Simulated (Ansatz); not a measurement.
Ansatz (a first-principles code) input (B3LYP/6-31+G*): The .json file is the Basis Set Exchange's 6-31+G*.

Ansatz 0.2 input:
```yaml
crystal:
  periodic: [false, false, false]
  atoms:
    - {symbol: Li, position_ang: [-0.00000000, -0.00000000, -2.02545249]}
    - {symbol: Cl, position_ang: [0.00000000, 0.00000000, 0.35743279]}
basis:
  gaussian:
    orbitals: 6-31+G_.json
hamiltonian:
  xc: {name: B3LYP}
total_charge: 1
magnetization: {spin_polarized: true, initial_magnetization: 1}
output: {forces: true}
```

**Question.** Predict the final energy.

**Answer.** -467.44037 Eh.
